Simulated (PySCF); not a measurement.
CH₈N₂OSi. Atoms are numbered in the order given.

```xyz
13

C      2.0500    -0.5758     1.1112
N      1.1737     0.1881     0.2477
Si    -0.5248    -0.0120     0.0519
N     -1.1385     1.5182    -0.4215
O     -1.0855    -1.0105    -1.1721
H      1.4528    -1.1021     1.8733
H      2.7639     0.0700     1.6548
H      2.6424    -1.3440     0.5760
H      1.6570     0.7404    -0.4553
H     -0.9651    -0.6270     1.3437
H     -2.0187     1.5974    -0.9180
H     -0.8819     2.3703     0.0624
H     -1.1652    -1.9417    -0.9376
```
Charge 0, spin multiplicity 1.

Geometry: B3LYP-D3(BJ)/def2-SVP. The structure was generated by enumeration; whether it is a known compound was not checked. The values are those of a single conformer.

Method: PySCF with PBE/pcSseg-1.

GIAO shieldings, no solvent; atoms listed in one row are averaged. δ = σ(ref) − σ: ¹³C against TMS (σ = 182.0 ppm); ¹⁵N against NH3 (σ = 267.0 ppm); ²⁹Si against TMS (σ = 335.4 ppm); ¹⁷O against H2O (σ = 334.3 ppm); ¹H against TMS (σ = 31.49 ppm), references at their B3LYP-D3(BJ)/def2-TZVP geometries, non-relativistic.

Computed chemical shifts:
```json
[
 {"nucleus": "¹³C", "atoms": "C1", "count": "1", "δ (ppm)": "31.7"},
 {"nucleus": "¹⁵N", "atoms": "N2", "count": "1", "δ (ppm)": "55.4"},
 {"nucleus": "¹⁵N", "atoms": "N4", "count": "1", "δ (ppm)": "26.9"},
 {"nucleus": "²⁹Si", "atoms": "Si3", "count": "1", "δ (ppm)": "-34.3"},
 {"nucleus": "¹⁷O", "atoms": "O5", "count": "1", "δ (ppm)": "76.6"},
 {"nucleus": "¹H", "atoms": "H10", "count": "1", "δ (ppm)": "5.39"},
 {"nucleus": "¹H", "atoms": "H6, H7, H8", "count": "3", "δ (ppm)": "2.97"},
 {"nucleus": "¹H", "atoms": "H13", "count": "1", "δ (ppm)": "1.62"},
 {"nucleus": "¹H", "atoms": "H9", "count": "1", "δ (ppm)": "0.98"},
 {"nucleus": "¹H", "atoms": "H11", "count": "1", "δ (ppm)": "0.69"},
 {"nucleus": "¹H", "atoms": "H12", "count": "1", "δ (ppm)": "0.41"}
]
```
